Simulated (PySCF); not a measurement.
## Electron correlation in Ge²⁺ (germanium, charge +2)

[Ar] 3d10 4s1 4p1, high-spin 3P determinant (an excited configuration). Computed with PySCF 2.14 in aug-cc-pVQZ-PP with ECP10MDF (7s6p5d3f2g, 89 functions), with a scalar-relativistic core potential. Frozen: 3s2 3p6 3d10; 2 electrons correlated.

Total MP2 correlation energy: -2.65 mhartree.

Same-spin part -2.65 and opposite-spin part 0.00 mhartree; SCS-MP2 scales them by 1/3 and 6/5 to -0.88 mhartree.
